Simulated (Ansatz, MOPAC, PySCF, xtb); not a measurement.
Complex: H2S (SMILES S) (first 3 atoms) with GeH4 (SMILES [GeH4]); geometry from B3LYP-D3(BJ)/def2-TZVP, rigid monomers moved along the line of their centres of mass till S1···Ge4 is 3.48 Å.
(charge 0, multiplicity 1):
```xyz
8

S      0.267     1.873     0.690
H     -1.064     1.859     0.865
H      0.246     0.726    -0.007
Ge    -0.132    -0.460     3.240
H     -0.904     0.816     3.600
H      1.371    -0.163     3.166
H     -0.623    -0.991     1.885
H     -0.391    -1.529     4.316
```

```csv
level,interaction energy (kcal/mol),"minus CCSD(T)/CBS(def2-SVPD, def2-TZVPPD)",cost
GFN-FF,-0.31,-0.45,-
AM1,0.16,0.02,-
PM6,0.25,0.11,-
PM7,-1.58,-1.72,-
HF/6-31G* (no counterpoise),2.71,2.57,-
HF/def2-SVPD,2.99,2.85,-
HF/def2-TZVPPD,2.98,2.84,-
PBE-D4/def2-TZVPPD,-0.46,-0.60,×1
B3LYP/3-21G (no counterpoise),-0.45,-0.58,-
B3LYP/6-31G*,2.41,2.27,-
B3LYP/LANL2DZ (no counterpoise),1.90,1.76,-
B3LYP-D4/def2-TZVPPD,0.01,-0.13,×1
PBE0/def2-TZVPPD,0.76,0.62,×1
M06-2X/6-31G* (no counterpoise),-1.13,-1.27,-
wB97M-V/def2-TZVPPD,-0.37,-0.51,×3
MP2/6-31G*,2.31,2.17,-
MP2/def2-TZVPPD,0.14,0.00,-
CCSD/def2-TZVPPD,0.71,0.57,-
CCSD(T)/def2-SVPD,0.82,0.68,×2
"CCSD(T)/CBS(def2-SVPD, def2-TZVPPD)",0.14,0.00,×40
```

 The comparison column counts from a level with limits of its own.

The rows run from -1.58 (PM7) to 2.99 kcal/mol (HF/def2-SVPD).

Monomers are frozen at their geometry in the pair; levels with a basis set take the counterpoise correction. Rows marked so take none.

Cores are frozen in the correlated methods. Filled d and f shells under p-block atoms count as core. CBS: X⁻³ extrapolation of the correlation energy, Hartree–Fock from the larger set. Rows in 3-21G, 6-31G*, LANL2DZ carry no dispersion term and start afresh at each structure (6-31G* with six Cartesian d functions); the Pople sets are all-electron and without relativity. MP2/6-31G* freezes PySCF's default core, which leaves 3d correlated. LANL2DZ brings its own core potentials from Na on. The state reached by AM1, PM6, PM7 isn't checked; PM7 holds dispersion and hydrogen-bond terms.

Programs: Ansatz (a program for electronic structure); MOPAC for AM1, PM6, PM7 (differences of heats of formation); PySCF for 3-21G rows, 6-31G* rows, LANL2DZ rows, the dispersion terms; xtb for the GFN methods. Each number belongs to the level named beside it.

Costs are rough ratios of core time to PBE/def2-TZVPPD (about 8 s over the structures, on one shared machine); a dash marks a level with no comparable run of its own.
